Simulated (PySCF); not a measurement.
## From orbital energies to excitation energies

Compound: C₆H₁₁As.
SMILES: `C=C[C@@H]1CC[AsH]C1`

Computed with PySCF 2.14.0, density-fitted response routines, TDDFT PBE0/def2-SVPD, vertical, gas phase, core orbitals frozen in the response. Isolated species at its PBE0-D3(BJ)/def2-SVP geometry (one conformer only). The PBE0/def2-SVPD calculation is non-relativistic and has no spin–orbit coupling, an omission that weighs most on arsenic.

Orbital energies (eV): HOMO-3 -8.90, HOMO-2 -8.62, HOMO-1 -7.54, HOMO -6.80, LUMO 0.06, LUMO+1 0.33, LUMO+2 0.64.

Computed singlets:

| state | E (eV) | f |
| --- | --- | --- |
| S1 | 5.91 | 0.090 |
| S2 | 6.03 | 0.060 |
| S3 | 6.46 | 0.037 |
| S4 | 6.88 | 0.034 |
| S5 | 6.95 | 0.0057 |
| S6 | 7.00 | 0.166 |
| S7 | 7.07 | 0.182 |
| S8 | 7.19 | 0.119 |
| S9 | 7.40 | 0.084 |
| S10 | 7.47 | 0.079 |

Question: Assign a leading configuration to S1, S2, S3 and S5 and set E beside the orbital difference Δε.

Answer: 

| state | leading configuration | weight | Δε (eV) | E (eV) | E − Δε (eV) | f | other configurations |
| --- | --- | --- | --- | --- | --- | --- | --- |
| S1 | HOMO→LUMO | 0.70 | 6.86 | 5.91 | -0.95 | 0.090 | H→L+1 (22%) |
| S2 | HOMO→LUMO+1 | 0.74 | 7.13 | 6.03 | -1.10 | 0.060 | H→L (18%) |
| S3 | HOMO→LUMO+2 | 0.87 | 7.44 | 6.46 | -0.98 | 0.037 | – |
| S5 | HOMO-1→LUMO+1 | 0.71 | 7.86 | 6.95 | -0.91 | 0.0057 | H→L+3 (17%) |

E − Δε runs from -1.10 to -0.91 eV. Among themselves, these states come in the order of their orbital differences.

H and L stand for HOMO and LUMO. The other states: S4 6.88 eV, f 0.034, H→L+3 (66%), H-1→L+1 (16%); S6 7.00 eV, f 0.166, H-1→L (60%), H-1→L+2 (17%), H→L+4 (12%); S7 7.07 eV, f 0.182, H→L+5 (84%); S8 7.19 eV, f 0.119, H→L+4 (70%), H-1→L (14%); S9 7.40 eV, f 0.084, H-1→L+3 (32%), H→L+6 (22%), H-1→L+2 (20%); S10 7.47 eV, f 0.079, H-1→L+3 (49%), H-1→L+2 (28%), H-1→L+4 (9%).

Triplets, Tamm–Dancoff:

```csv
state,E (eV),λ (nm),"main configurations (H = HOMO, L = LUMO)"
T1,4.31,287.6,"H-1→L (60%), H→L (16%), H-1→L+2 (14%)"
T2,5.05,245.6,"H→L (41%), H→L+2 (32%), H→L+1 (11%)"
T3,5.18,239.6,H→L+1 (69%)
T4,6.26,198.0,"H→L+2 (46%), H→L (33%), H-1→L (8%)"
```

Summed over the main configurations (up to three a state, each over 8%) of all 10 singlets, the electron leaves HOMO with weight 5.44 and HOMO-1 with weight 3.15.

All these states lie below the vertical ionisation energy of 8.60 eV (ΔSCF).

The run took 5.7 min of wall time (with the writing of density and orbital grids) on one thread of an Arm Neoverse N1 (shared host), and the process peaked at 1.2 GiB of memory.
